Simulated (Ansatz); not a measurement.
Ansatz (a program for electronic structure) input (RI-MP2/aug-cc-pVTZ):
A basis named .json is the Basis Set Exchange file of that set.

Ansatz 0.2 input:
```yaml
crystal:
  periodic: [false, false, false]
  atoms:
    - {symbol: C, position_ang: [1.56348962, 0.97603541, 0.77472909]}
    - {symbol: C, position_ang: [0.59807497, 0.37896046, 0.28393512]}
    - {symbol: C, position_ang: [-0.53568589, -0.49210624, 0.08415472]}
    - {symbol: O, position_ang: [-1.11572118, -0.50652215, -0.97403390]}
    - {symbol: H, position_ang: [-0.82950277, -1.12516051, 0.93535760]}
basis:
  gaussian:
    orbitals: aug-cc-pVTZ
    fitting: {mean_field: def2-universal-jkfit, correlation: aug-cc-pVTZ-RIFIT.json}
magnetization: {spin_polarized: true, initial_magnetization: 1}
correlation: {method: mp2, electrons: outside_noble_gas}
```

Output:

```
Functional definition: HF
integrals: 0.15 GiB planned
320 factors; integrals over basis functions are off by at most 9.1e-1 eV
470 factors; integrals over basis functions are off by at most 6.0e-1 eV
mean field: 0.48 GiB planned
mean field evaluation 1: about -5136.6932 eV, gradient 2.3e1 eV
mean field evaluation 2: about -5138.7794 eV, gradient 1.5e1 eV
mean field evaluation 4: about -5140.3262 eV, gradient 3.5e0 eV
mean field evaluation 8: about -5140.9081 eV, gradient 8.8e-1 eV
mean field evaluation 16: about -5141.3814 eV, gradient 1.4e-5 eV
mean field evaluation 32: about -5138.4085 eV, gradient 5.8e0 eV
mean field evaluation 64: about -5139.5818 eV, gradient 9.8e0 eV
mean field evaluation 96: about -5141.0527 eV, gradient 1.7e-1 eV
mean field evaluation 128: about -5140.9107 eV, gradient 9.0e-1 eV
mean field -5141.38139925 eV, -188.9422814690 hartree, gradient 1.3e-6 eV, S^2 1.506846; 15 other end points of the search recorded, 0 dependent functions left out
4 core orbitals not correlated
reference -5141.38139925 eV, -188.9422814690 hartree; 10, 9 occupied and 193, 194 virtual orbitals, 470 factors
second order -16.23466338 eV of doubles, -0.00000000 eV of singles
Total energy: -5157.61606263 eV, -189.5388943440 hartree
```

It need not be the lowest isomer of its formula.

The determinant is spin-contaminated: <S^2> is 1.51 against 0.75 for a pure state.
